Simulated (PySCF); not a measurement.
A compound of formula C19H22SSi has these computed shifts in ppm, with the number of atoms in brackets (GIAO PBE/pcSseg-1, gas phase, PySCF SCF with an in-house response code, fitting set def2-universal-JFIT, grid level 2, non-relativistic, on the GFN2-xTB geometry; 13C, 1H, 29Si against isolated TMS; 33S against isolated CS2).

1H: 7.71 (2), 7.05 (2), 2.41 (3), 2.39 (1), 2.13 (1), 2.13 (1), 2.04 (1), 1.90 (1), 1.65 (1), 0.14 (9)
13C: 144.4 (1), 134.0 (1), 132.6 (2), 124.4 (2), 111.8 (1), 99.1 (1), 40.9 (1), 38.3 (1), 37.3 (1), 32.2 (1), 30.5 (1), 30.3 (1), 24.8 (1), 19.5 (1), 1.2 (3)
29Si: -25.2 (1)
33S: 41.5 (1)

Question: Which structure gave them?

Answer: CSc1ccc([C@@]23[C@@H]4[C@H]5[C@@H](C[C@@H]42)[C@]53C#C[Si](C)(C)C)cc1. Other isomers were not compared.
